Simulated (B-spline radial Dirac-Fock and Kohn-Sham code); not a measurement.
Core-level shifts of tungsten with charge state

Level of theory: ΔSCF Dirac-Fock with Breit, self-energy and vacuum polarisation, finite nucleus, configuration average; a radial finite-basis atomic code. Each ion is free and in its tabulated ground configuration. Correlation and solid-state effects are left out.

Reference: W⁵³⁺, [Ar] 3d3, with K 73132.6 eV, L1 15610.9 eV, L2 15075.9 eV, M1 5905.9 eV. Shifts from it, in eV (a dash: the subshell is empty, belongs to an open shell averaged over j, or its hole state is left out as unreliable):

| ion | configuration | K | L1 | L2 | M1 |
| --- | --- | --- | --- | --- | --- |
| W⁵⁴⁺ | [Ar] 3d2 | +180.0 | +171.9 | +174.7 | +127.1 |
| W⁵⁵⁺ | [Ar] 3d1 | +362.4 | +345.9 | +351.5 | +255.3 |
| W⁵⁶⁺ | [Ne] 3s2 3p6 | +547.2 | +521.8 | +530.5 | +384.7 |
| W⁵⁷⁺ | [Ne] 3s2 3p5 | +742.9 | +686.9 | +699.7 | +500.4 |
| W⁵⁸⁺ | [Ne] 3s2 3p4 | +940.6 | +853.5 | +870.5 | +616.9 |
| W⁵⁹⁺ | [Ne] 3s2 3p3 | +1140.4 | +1021.4 | – | +734.3 |
| W⁶⁰⁺ | [Ne] 3s2 3p2 | ? | ? | ? | ? |
| W⁶¹⁺ | [Ne] 3s2 3p1 | +1546.0 | +1361.5 | +1391.2 | +971.3 |
| W⁶²⁺ | [Ne] 3s2 | +1751.9 | +1533.6 | +1567.9 | +1091.1 |
| W⁶³⁺ | [Ne] 3s1 | – | – | +1741.2 | +1224.6 |

Question: Give the missing shifts for W⁶⁰⁺.

Answer: K +1342.2, L1 +1190.7, L2 +1215.8, M1 +852.4 (eV).

Values without a named source are computed, but for edge energies of neutral atoms, which are taken from tables.
